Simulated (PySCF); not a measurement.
**Basis and Hamiltonian dependence of the excitation energy of Ga(2+)**

Ga(2+) [Ar] 3d10 4s1 (2S) → Ga(2+) [Ar] 3d10 4d1 (2D). All values are computed (PySCF 2.14, energy differences of UHF-based or UKS calculations, no spin-orbit coupling). Values in eV.

```
                                                         basis       Hamiltonian  functions     UHF     LDA    PBE0
                                                aug-cc-pVDZ-DK     spin-free X2C         36  17.183  18.406  17.767
                                                  ANO-RCC-VTZP     spin-free X2C         43  18.741  19.493  18.987
                                  aug-cc-pVTZ-PP with ECP10MDF               ECP         55  17.014  18.273  17.563
x2c-TZVPPall with one added diffuse shell each of s, p, d type     spin-free X2C         57  17.005  18.273  17.618
                                                aug-cc-pVTZ-DK     spin-free X2C         59  17.007  18.191  17.557
                                                    dyall-av2z  non-relativistic         92  16.681  17.903  17.274
                                                aug-cc-pVQZ-DK     spin-free X2C         93  17.009  18.277  17.626
                                aug-cc-pwCVTZ-PP with ECP10MDF               ECP         96  17.006  18.286  17.577
                                  aug-cc-pV5Z-PP with ECP10MDF               ECP        136  16.990  18.253  17.545
                                                    dyall-av3z     spin-free X2C        144  17.021     n/a     n/a
```

At UHF, ANO-RCC-VTZP lies more than 0.3 eV from the median of the rows with comparable relativity. Of these, ANO-RCC-VTZP has no diffuse functions of the l that the added or promoted electron needs.

Non-relativistic rows lack the scalar-relativistic shift.
